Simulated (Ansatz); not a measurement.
How methods differ on CH3Cl3OZr (SMILES C[O][Zr]([Cl])([Cl])[Cl])

CH3Cl3OZr has 9 atoms, charge 0, and is taken as a singlet. As SMILES, `C[O][Zr]([Cl])([Cl])[Cl]`. Geometry: a GFN2-xTB relaxation, a rough one for these elements and not checked as a minimum.

Each level gives the dipole moment (D). The values are calculated.

```
                          level                    kind  program  value (D)  CPU time
   HF/def2-SVP (core potential)            Hartree–Fock   Ansatz       2.99      15 s
 PBE0/def2-SVP (core potential)           global hybrid   Ansatz       2.90      26 s
wB97X/def2-SVP (core potential)  range-separated hybrid   Ansatz       3.00      74 s
  MP2/def2-SVP (core potential)     perturbation theory   Ansatz       2.99      35 s
```

The values span 2.90 to 3.00 D. Magnitudes only. Times are those of the runs behind each value, whatever else they computed, on shared processors of several kinds: orders of magnitude only.
